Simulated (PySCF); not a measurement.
# Orbital picture of ZnC

PBE at R = 1.969 Å; Zn x2c-TZVPPall, C x2c-TZVPPall; spin-free X2C with a Gaussian nucleus (PySCF 2.14). State: ³Σ⁻ (triplet), unpaired electrons π ↑↑. Only the outer orbitals are listed, counted within each symmetry.

```csv
spin,orbital,occ.,ε (eV),on Zn (%),main shells (%)
α,3π,1,-11.63,99,99 Zn d
α,3π,1,-11.63,99,99 Zn d
α,1δ,1,-11.49,100,100 Zn d
α,1δ,1,-11.49,100,100 Zn d
α,8σ,1,-11.31,86,"84 Zn d, 13 C s"
α,9σ,1,-7.02,58,"58 Zn s, 34 C p"
α,4π,1,-5.25,10,"90 C p, 8 Zn p"
α,4π,1,-5.25,10,"90 C p, 8 Zn p"
α,10σ,0,-4.02,61,"42 C p, 41 Zn s, 18 Zn p"
α,5π,0,-0.29,91,"89 Zn p, 8 C p"
α,5π,0,-0.29,91,"89 Zn p, 8 C p"
β,7σ,1,-12.89,57,"48 Zn d, 40 C s"
β,3π,1,-11.57,99,100 Zn d
β,3π,1,-11.57,99,100 Zn d
β,1δ,1,-11.48,100,100 Zn d
β,1δ,1,-11.48,100,100 Zn d
β,8σ,1,-10.70,63,"51 Zn d, 38 C s, 9 Zn s"
β,9σ,1,-6.41,69,"67 Zn s, 16 C p, 14 C s"
β,10σ,0,-3.53,45,"58 C p, 23 Zn s, 20 Zn p"
β,4π,0,-2.91,28,"72 C p, 28 Zn p"
β,4π,0,-2.91,28,"72 C p, 28 Zn p"
```

Q: Which are the highest filled and the lowest empty level, where do they sit, and how wide is the gap?

A: Highest filled α 4π at -5.25 eV (in %: 90 C p, 8 Zn p); lowest empty α 10σ at -4.02 eV (in %: 42 C p, 41 Zn s, 18 Zn p); the gap at PBE is 1.23 eV.

| Quantity | Value |
| --- | --- |
| bond order (Mayer) | 1.25 |
| ⟨S²⟩ | 2.052 |
| charge on Zn (Mulliken, basis-dependent) | 0.26 |
| charge on Zn (Löwdin, basis-dependent) | 0.32 |
| dipole moment (positive dipole means Zn(−)C(+)) | -2.89 D |
| polarisability along the bond | 69.2 bohr³ |
| polarisability across the bond | 33.2 bohr³ |

The state was picked by a PBE0 search and need not be the measured ground state.
